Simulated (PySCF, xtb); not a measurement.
BH3OS, SMILES OBS. Other conformers were not sampled.

Harmonic wavenumbers (cm⁻¹) from GFN2-xTB run with xtb 6.7.1 at its own minimum, in rising order: 346, 353, 580, 677, 790, 805, 950, 1064, 1289, 2408, 2690, 3576.

Task: What does PySCF with TPSSh-D3(BJ)/def2-TZVP give at its own minimum? (An estimate is asked for; the answer gives what the named calculation found.)

Result: 351, 379, 586, 675, 826, 873, 1024, 1159, 1338, 2656, 2671, 3797. Paired by order, the mean absolute difference is 71 cm⁻¹ and the zero-point energies are 22.2 and 23.4 kcal/mol.
